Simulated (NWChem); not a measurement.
A series in which one site is exchanged, each optimised at PBE0/def2-SVP with NWChem, gas phase unless a solvent is named. All stand in one matching conformer (torsions within 35°), which need not be the lowest. Some are not confirmed as minima by frequencies. def2 effective core potentials on In; no spin-orbit coupling.

A: [SH][Al]([SH])[Cl] (AlH$_{2}$S$_{2}$Cl; site = Al)
B: SB(S)Cl (BH2S2Cl; site = B)
C: [SH][Ga]([SH])[Cl] (GaH2S2Cl; site = Ga)
D: [SH][In]([SH])[Cl] (InH$_{2}$S$_{2}$Cl; site = In)

```csv
quantity,A,B,C,D
"dipole (D), PBE0/def2-SVP",2.43,…,2.80,3.08
"static polarisability, CAM-B3LYP/def2-SVPD (bohr³)",80.7,…,84.9,96.0
"lowest singlet excitation, CAM-B3LYP/def2-SVPD, TDA (eV)",5.72,…,5.29,4.39
```

**Question.** Complete the blanks.

**Answer.** 
- dipole (D), PBE0/def2-SVP, B: 2.41
- static polarisability, CAM-B3LYP/def2-SVPD (bohr³), B: 70.1
- lowest singlet excitation, CAM-B3LYP/def2-SVPD, TDA (eV), B: 5.88
